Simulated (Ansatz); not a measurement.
# SbHCl (SMILES [Cl][SbH]): methods side by side

The species is SbHCl (3 atoms), meant as a doublet with charge 0. SMILES: `[Cl][SbH]`. The shape is that of a PBE0-D4/def2-TZVP optimisation.

```xyz
3

Cl    1.4336    0.3559    0.8150
Sb   -0.6275    0.6308   -0.2723
H    -0.8170   -1.0515   -0.5560
```

Each level gives the vertical ionisation energy (to the singlet cation) (eV). The values are calculated.

```
           level                    kind  program  value (eV)  CPU time (all runs)
     UPBE/STO-3G                     GGA   Ansatz        6.86                5.6 s
 U-r2SCAN/STO-3G                meta-GGA   Ansatz        7.04                 13 s
    UPBE0/STO-3G           global hybrid   Ansatz        7.12                4.7 s
U-wB97M-V/STO-3G  range-separated hybrid   Ansatz        6.91                 54 s
     UMP2/STO-3G     perturbation theory   Ansatz        6.24               0.99 s
 UBCCD(T)/STO-3G   coupled cluster or CI   Ansatz        6.02                1.4 s
 UCCSD(T)/STO-3G   coupled cluster or CI   Ansatz        6.02                1.3 s
    UCCSD/STO-3G   coupled cluster or CI   Ansatz           ?                1.2 s
      FCI/STO-3G      exact in the basis   Ansatz        6.00                1.6 s
```

Question: Estimate the missing values from the other rows.

Answer: As computed at these levels: UCCSD/STO-3G: 6.09 eV. All-electron rows without a relativistic Hamiltonian named are non-relativistic. Spin-orbit coupling, which can split open shells on such heavy atoms by tenths of an eV, is left out. The values span 6.00 to 7.12 eV. All rows use very small basis sets, so even the best lies far from the true value. In the correlated wave-function rows the outer d shell of Sb is correlated, in sets not made for it. Times are those of the runs behind each value, whatever else they computed, on shared processors of several kinds: orders of magnitude only.
